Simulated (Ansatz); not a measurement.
`[SiH3][CH2][GaH2]` + `C[SeH]` → `C[Se][GaH2]` + `C[SiH3]`  (ligand exchange at a Ga–C bond)

Gas-phase electronic energies from Ansatz, PBE0-D4/def2-TZVP geometries. CCSD(T)/CBS is the MP2 limit (def2-TZVPP, def2-QZVPP) plus CCSD(T) − MP2 in def2-TZVPP, frozen cores. This one scheme is used for every species. DFT in def2-TZVPP. For Ga, Se outer-core shells are correlated without core-valence functions, which leaves a few kJ/mol of doubt a bond. Scalar relativity is left out up to krypton.

| level | ΔE (kcal/mol) |
| --- | --- |
| LDA (SPW92) | -28.2 |
| PBE-D4 | -28.4 |
| BLYP-D4 | -28.5 |
| r2SCAN-D4 | -28.9 |
| r2SCAN0-D4 | -28.8 |
| CAM-B3LYP-D4 | -27.5 |
| B2PLYP | -28.3 |
| BHLYP | -28.8 |

**Question.** What does CCSD(T)/CBS give? (Estimate.)

**Answer.** Computed: -27.4 kcal/mol. The listed levels differ from it by -0.8, -1.0, -1.1, -1.5, -1.4, -0.1, -0.9, -1.4 kcal/mol.

**Question.** What do rigid-rotor, harmonic-oscillator terms from PBE0-D4/def2-TZVP frequencies (298.15 K, 1 bar) make of the CCSD(T)/CBS value? (An estimate is asked.)

**Answer.** Ansatz gave: ΔZPE = +2.2 kcal/mol, ΔH = -25.2 kcal/mol, ΔS = -14 J/(mol·K), ΔG = -24.3 kcal/mol.

Largest T1 diagnostic among the species: 0.012.

Leaving LDA and LC-ωPBE aside and taking each functional with its dispersion term where it has one, the values, not all of them listed here, spread over 1.8 kcal/mol, from r2SCAN-D4 to ωB97X-V. In def2-TZVPP, CCSD(T) changes the Hartree–Fock value by +2.0 kcal/mol (the triples alone add −0.1 kcal/mol) and MP2 by +1.6 kcal/mol.
